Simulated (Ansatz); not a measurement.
Molecule: sum formula NiClF (charge 0, triplet). The spin state was set by rule; other spins were not relaxed. SMILES: [F][Ni][Cl]
Geometry: optimised at B3LYP-D3(BJ)/def2-TZVP (Ansatz, a quantum-chemistry and plane-wave program).

Parts of the frozen-core correlation energy in STO-3G (Ansatz, hartree). Frozen orbitals: 15; correlated occupied orbitals by spin: 13 and 11; virtual: 4 and 6. UHF or UKS for open shells. No spin-orbit coupling. No relativistic terms.

| term | value |
|---|---|
| reference (HF) | -2042.87437 |
| MP2 opposite-spin | -0.04759 |
| MP2 same-spin | -0.01739 |
| CCSD correlation | -0.08630 |
| (T) | -0.01670 |
| T1 diagnostic | 0.053 |
| largest doubles amplitude | 0.415 |
| <S^2> of the reference | 2.767 |
